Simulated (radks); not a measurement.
Question: All-electron atom: Eu LIV in [Ne]. Calculated with a radial shooting solver on a logarithmic mesh with Libxc functionals: non-relativistic Kohn-Sham, LB94 model potential, spin-polarised, spherical densities, point nucleus; relativity is left out, which matters for an element this heavy. Some entries of the table are withheld. Estimate them.

| orbital | occ. | eigenvalue (hartree) | <r> (bohr) | <1/r> (bohr^-1) |
|---|---|---|---|---|
| 1s | 2 | -1828.337 | 0.02404 | 62.53 |
| 2s | 2 | (1) | (2) | (3) |
| 2p | 6 | (4) | 0.08528 | 14.77 |

Answer: 
(1) 2s eigenvalue (hartree): -406.5809
(2) 2s <r> (bohr): 0.1007
(3) 2s <1/r> (bohr^-1): 14.77
(4) 2p eigenvalue (hartree): -395.5739
